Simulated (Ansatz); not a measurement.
System: CH₅OSi, charge 0, doublet. CH5OSi (SMILES [O]C[SiH3], doublet).
B3LYP-D3(BJ)/def2-TZVP minimum from Ansatz (a quantum-chemistry and plane-wave program):
```
Si
H 1 1.4750
H 1 1.4750 2 111.32
H 1 1.4818 2 110.76 3 123.70
C 1 1.9528 2 108.94 4 116.14
O 5 1.3234 1 103.41 2 60.81
H 5 1.1048 6 115.98 1 -113.21
H 5 1.1048 7 111.41 6 135.62
```
Charge 0, spin multiplicity 2.

Property: atomisation energy (electronic, to ground-state atoms), in kcal/mol. Open shells are spin-unrestricted; no spin-orbit coupling. CBS(X,Y): correlation extrapolated as X^-3, Hartree-Fock from the larger set. A bracket is a step between two methods taken in the basis named. Functionals run without relativity, which enters their misses. Double hybrids freeze cores in their MP2 part. 'core' is core correlation in cc-pwCVTZ (1s frozen past Ne), 'X2C' scalar relativity in cc-pVTZ-DK, both at CCSD(T). For partners of very few electrons the exact lower level stands in for a higher one.

CCSD(T)/CBS(cc-pV(T+d)Z,cc-pV(Q+d)Z) + [CCSDT(Q) - CCSD(T)]/cc-pV(D+d)Z + core + X2C (Ansatz) gives 615.5 kcal/mol.

How far off this value is PBE/def2-TZVPD (Ansatz), in which direction, and which of these levels come nearer: r2SCAN/def2-TZVPD, B3LYP/def2-TZVPD, PBE0/def2-TZVPD, B2PLYP/def2-TZVPD, CCSD(T)/CBS(cc-pV(T+d)Z,cc-pV(Q+d)Z) + core + X2C?

PBE gives 622.8 kcal/mol, 7.3 kcal/mol above it. Differences of the others: r2SCAN/def2-TZVPD (Ansatz) 3.6; B3LYP/def2-TZVPD (Ansatz) -1.5; PBE0/def2-TZVPD (Ansatz) -3.7; B2PLYP/def2-TZVPD (Ansatz) -9.1; CCSD(T)/CBS(cc-pV(T+d)Z,cc-pV(Q+d)Z) + core + X2C (Ansatz) -0.7 kcal/mol. Nearer than PBE: r2SCAN/def2-TZVPD, B3LYP/def2-TZVPD, PBE0/def2-TZVPD, CCSD(T)/CBS(cc-pV(T+d)Z,cc-pV(Q+d)Z) + core + X2C.
